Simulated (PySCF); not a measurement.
These compounds are isomers of formula C₅H₉N₃OSi.

A. `[SiH3]n1c(CC)nnc1C=O`
B. SMILES C(C1=NN=CN=C1C)O[SiH3]
C. `CC(=O)c1nn(C)nc1[SiH3]`
D. SMILES O(C1=NN=CN=C1C)C[SiH3]

Spectrum 1. $^{13}$C{$^{1}$H} NMR (computed): δ 169.4 (C), 158.0 (C), 156.7 (CH), 58.5 (CH2), 22.4 (CH3).

Spectrum 2. $^{13}$C{$^{1}$H} NMR (computed): δ 199.3 (C), 158.6 (C), 152.6 (C), 41.7 (CH3), 29.1 (CH3).

Spectrum 3. $^{13}$C{$^{1}$H} NMR (computed): δ 189.2 (CH), 167.3 (C), 164.5 (C), 23.5 (CH2), 17.2 (CH3).

Spectrum 4. $^{13}$C{$^{1}$H} NMR (computed): δ 165.9 (C), 164.3 (C), 163.4 (CH), 71.2 (CH2), 23.5 (CH3).

[PySCF: GFN2-xTB structure; PBE0/pcSseg-1 with gauge-including orbitals; single conformer; no solvent; non-relativistic; one averaged value for each set of equivalent atoms]

Chemical shifts δ = σref − σ; $^{13}$C (186.93 ppm) vs TMS, all at this level. Shifts are as computed. Against solution values, carbons near 30 ppm lie about +3 ppm off and those near 130 ppm about +5 ppm. Of 1211 compounds with measured shifts, 218 miss one by over three times the rms of a fit or turn the order of signals round; such compounds aren't used in these exercises.

Problem. Which spectrum belongs to which compound?

Solution. 1–D, 2–C, 3–A, 4–B.

- Spectrum 1 (D): 5 $^{13}$C signals; δC 169.4 is an aromatic carbon bearing oxygen; δC 58.5 is an sp3 CH2 bonded to O and Si.
- Spectrum 2 (C): 5 $^{13}$C signals; δC 199.3 is a ketone carbonyl carbon; δC 41.7 is a methyl carbon bonded to N.
- Spectrum 3 (A): 5 $^{13}$C signals; δC 189.2 is an aldehyde carbonyl carbon; δC 23.5 is an sp3 CH2 on an aromatic ring.
- Spectrum 4 (B): 5 $^{13}$C signals; δC 71.2 is an sp3 CH2 bonded to O, on an aromatic ring; δC 23.5 is a methyl carbon on an aromatic ring.
